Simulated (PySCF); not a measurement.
Structure with atom numbers: `[CH3:1][CH2:2][c:3]1[cH:4][n:5][n:6]([SiH3:7])[n:8]1`; H(Xn) means a hydrogen on atom n.

How the numbers were obtained: geometry from GFN2-xTB, GIAO PBE0/pcSseg-1 shieldings, in PySCF (one averaged value for each set of equivalent atoms, non-relativistic, gas phase, one computed conformer).

δ = σ(ref) − σ, references computed at the same level: ¹³C, ¹H, ²⁹Si against TMS; ¹⁵N against NH3.

```
 atoms  nucleus  count  Hirshfeld charge  δ (ppm)
    N6      ¹⁵N      1             -0.01    266.6
    C3      ¹³C      1              0.03    158.9
H(Si7)       ¹H      3             -0.06     5.27
    C4      ¹³C      1             -0.03    141.4
    C2      ¹³C      1             -0.07     23.7
 H(C4)       ¹H      1              0.06        ?
   Si7     ²⁹Si      1              0.39    -46.2
 H(C2)       ¹H      2              0.05        ?
    N8      ¹⁵N      1             -0.14    375.3
 H(C1)       ¹H      3              0.04     1.27
    C1      ¹³C      1             -0.12        ?
    N5      ¹⁵N      1             -0.14        ?
```

Task: Complete the table.

Result: 
- C1: 20.3 ppm, methyl carbon; saturated and bonded to C and H only
- H(C4): 7.74 ppm, hydrogen on an aromatic CH next to a ring nitrogen; aromatic region
- H(C2): 2.87 ppm, hydrogen on an sp3 CH2 on an aromatic ring; benzylic-type position, deshielded by the ring
- N5: 386.2 ppm, pyridine-type nitrogen of an azole

Shifts are as computed. Against solution values, carbons near 30 ppm lie about +3 ppm off and those near 130 ppm about +5 ppm. Of 1211 compounds with measured shifts, 218 miss one by over three times the rms of a fit or turn the order of signals round; such compounds aren't used in these exercises. Experimental scales use liquid or dissolved standards, which lie at an offset from isolated NH3 (liquid NH3: subtract about 20 ppm). Unscaled 15N shifts of sp2 nitrogen come out 20 to 40 ppm too high even then.
